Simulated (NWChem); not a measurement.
Species: Si₃H₇Cl; SMILES [SiH3][SiH]([SiH3])Cl

All runs: NWChem. Pople sets run with spherical d functions. Coordinates come from a PBE0/def2-SVP optimisation.

Problem. Taking PBE0/6-311++G** as the yardstick, which of these has the fewest basis functions while keeping “dipole (D)” within 0.1 D of it: PBE0/3-21G; PBE0/6-31G*; PBE0/STO-3G; PBE0/6-31+G*; PBE0/6-311G**?

Solution. PBE0/6-31G* (a larger set in the list lies outside the tolerance).
```csv
level,basis functions,dipole (D),relative time (rough)
PBE0/STO-3G,43,2.97,1
PBE0/3-21G,66,2.55,1
PBE0/6-31G*,86,1.87,4
PBE0/6-31+G*,102,1.84,3
PBE0/6-311G**,146,1.97,4
PBE0/6-311++G**,169,1.84,7
```

The yardstick is one finite set, not the basis-set limit.
